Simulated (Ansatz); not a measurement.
C₃H₉BS (`CSB(C)C`), relaxed with RKS PBE0-D4/def2-TZVP in the Gaussian-basis code of Ansatz from a PBE-D4/def2-SVP geometry. The force threshold is 0.005 eV/Å; the program also tests the step.

Charge 0, multiplicity 1.

Start:

```xyz
14

C     0.223    2.353   -0.352
S    -1.067    1.188    0.226
B    -0.343   -0.457    0.172
C     1.131   -0.764   -0.304
C    -1.306   -1.622    0.643
H     1.111    2.324    0.309
H    -0.216    3.367   -0.317
H     0.526    2.128   -1.392
H     1.747    0.107   -0.596
H     1.099   -1.464   -1.168
H     1.674   -1.315    0.496
H    -2.326   -1.302    0.934
H    -1.399   -2.387   -0.160
H    -0.853   -2.155    1.509
```

```json
{"step": "1", "energy (eV)": "-14764.0575", "largest force (eV/Å)": "0.542", "largest move (Å)": "0.000"}
{"step": "2", "energy (eV)": "-14764.1065", "largest force (eV/Å)": "0.251", "largest move (Å)": "0.029"}
{"step": "3", "energy (eV)": "-14764.1116", "largest force (eV/Å)": "0.068", "largest move (Å)": "0.010"}
{"step": "4", "energy (eV)": "-14764.1117", "largest force (eV/Å)": "0.045", "largest move (Å)": "0.009"}
{"step": "5", "energy (eV)": "-14764.1119", "largest force (eV/Å)": "0.012", "largest move (Å)": "0.005"}
{"step": "6", "energy (eV)": "-14764.1120", "largest force (eV/Å)": "0.002", "largest move (Å)": "0.010"}
{"step": "7", "energy (eV)": "-14764.1120", "largest force (eV/Å)": "0.024", "largest move (Å)": "0.030"}
{"step": "8", "energy (eV)": "-14764.1121", "largest force (eV/Å)": "0.028", "largest move (Å)": "0.017"}
{"step": "9", "energy (eV)": "-14764.1121", "largest force (eV/Å)": "0.087", "largest move (Å)": "0.047"}
{"step": "10", "energy (eV)": "-14764.1123", "largest force (eV/Å)": "0.054", "largest move (Å)": "0.003"}
{"step": "11", "energy (eV)": "-14764.1127", "largest force (eV/Å)": "0.004", "largest move (Å)": "0.029"}
{"step": "13 (rejected)", "energy (eV)": "-14764.1128", "largest force (eV/Å)": "0.116", "largest move (Å)": "0.048"}
{"step": "15", "energy (eV)": "-14764.1145", "largest force (eV/Å)": "0.011", "largest move (Å)": "0.046"}
{"step": "17", "energy (eV)": "-14764.1146", "largest force (eV/Å)": "0.029", "largest move (Å)": "0.029"}
{"step": "19", "energy (eV)": "-14764.1156", "largest force (eV/Å)": "0.083", "largest move (Å)": "0.044"}
{"step": "21", "energy (eV)": "-14764.1165", "largest force (eV/Å)": "0.068", "largest move (Å)": "0.029"}
{"step": "23", "energy (eV)": "-14764.1178", "largest force (eV/Å)": "0.058", "largest move (Å)": "0.093"}
{"step": "25", "energy (eV)": "-14764.1184", "largest force (eV/Å)": "0.036", "largest move (Å)": "0.017"}
{"step": "27 (rejected)", "energy (eV)": "-14764.1156", "largest force (eV/Å)": "0.279", "largest move (Å)": "0.144"}
{"step": "29", "energy (eV)": "-14764.1189", "largest force (eV/Å)": "0.006", "largest move (Å)": "0.008"}
{"step": "31 (rejected)", "energy (eV)": "-14764.1156", "largest force (eV/Å)": "0.312", "largest move (Å)": "0.149"}
{"step": "32", "energy (eV)": "-14764.1193", "largest force (eV/Å)": "0.003", "largest move (Å)": "0.020"}
```

End:

```xyz
14

C     0.214    2.278   -0.433
S    -1.074    1.174    0.189
B    -0.351   -0.459    0.211
C     1.117   -0.733   -0.274
C    -1.284   -1.613    0.718
H     1.056    2.321    0.258
H    -0.223    3.272   -0.518
H     0.561    1.958   -1.414
H     1.837    0.012    0.075
H     1.149   -0.693   -1.370
H     1.474   -1.723    0.019
H    -2.303   -1.310    0.966
H    -1.334   -2.409   -0.034
H    -0.840   -2.075    1.607
```

Run time 84 s (4 threads of a server CPU on a shared host); peak host memory 0.62 GiB.
